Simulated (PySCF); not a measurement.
Spectrum to structure. Method: TDDFT PBE0/def2-SVPD, vertical, gas phase, core orbitals frozen in the response in PySCF 2.14.0, density-fitted response routines. Geometries: GFN2-xTB, one conformer each.

```csv
state,E (eV),λ (nm),f
S1,3.00,413.2,0.0000
S2,3.72,333.0,0.195
S3,3.95,314.3,0.0000
S4,4.98,249.1,0.0004
S5,5.21,238.2,0.0000
S6,5.53,224.0,0.203
```

Triplets computed (Tamm–Dancoff): 2.35, 2.64 eV.

Question: Which structure fits?
A. `O=C1C=C(S[SiH3])C(=O)C1`
B. `O=C1C(O[Si](C)(O1)C)=O`
C. `O=c1cc(S[SiH3])cco1`
D. `CC/C=C/S(C)(=O)=O`

Answer: A. Its S1, at 3.00 eV, is the lowest among the candidates; the nearest of the others has S1 at 4.24 eV. S1 is HOMO-1→LUMO (97%). Löwdin shares by element: HOMO sulfur 45%, carbon 30% or more, oxygen 8% or more (atoms not listed hold the other 17%); LUMO carbon 49% or more, oxygen 17% or more (atoms not listed hold the other 34%). At the same level the other candidates give, for their lowest levels:
- `C[Si]1(C)OC(=O)C(=O)O1`: 4.24 eV (f 0.000); 5.10 eV (f 0.000); 6.47 eV (f 0.139); 6.97 eV (f 0.044); 7.34 eV (f 0.036); T1 3.65 eV; HOMO -8.25, LUMO -2.04 eV
- `CC/C=C/S(C)(=O)=O`: 6.00 eV (f 0.006); 6.42 eV (f 0.026); 6.96 eV (f 0.094); 7.17 eV (f 0.377); 7.31 eV (f 0.059); T1 4.41 eV; HOMO -8.23, LUMO -0.93 eV
- `O=c1cc(S[SiH3])cco1`: 4.42 eV (f 0.086); 4.73 eV (f 0.000); 5.03 eV (f 0.189); 5.47 eV (f 0.004); 5.81 eV (f 0.000); T1 2.93 eV; HOMO -7.00, LUMO -1.90 eV

Shape of the structure used: `[O:1]=[C:2]1[CH:3]=[C:4]([S:5][SiH3:6])[C:7](=[O:8])[CH2:9]1`: C3–C4–S5–Si6 180°.
